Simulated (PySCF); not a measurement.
# Excitation energy of Gd²⁺ by level of theory

Gd²⁺ [Xe] 4f7 5d1 (9D) → Gd²⁺ [Xe] 4f7 6s1 (9S), as a difference of total energies. All numbers are calculated (PySCF 2.14, scalar relativity by spin-free X2C-1e, in ANO-RCC-VTZP). Correlated levels: valence: [Kr] 4d10 frozen; valence and next inner shell: [Ar] 3d10 frozen. The calculations carry no spin-orbit coupling.

```csv
method,excitation energy (eV)
UHF,1.027
LDA,0.677
PBE,0.806
PBE0,0.993
r2SCAN,1.126
MP2 (valence),0.901
SCS-MP2 (valence),0.926
MP2 (valence and next inner shell),0.814
SCS-MP2 (valence and next inner shell),0.849
```

Question: How much does correlation contribute at MP2 (valence and next inner shell)?

Answer: 0.814 − (1.027) = -0.213 eV, measured against UHF.

A first-order spin-orbit estimate (lowest level to lowest level, LS coupling) adds 0.175 eV.

The basis was made for the ground configuration and has no added diffuse functions, so the excitation energy can come out too high.
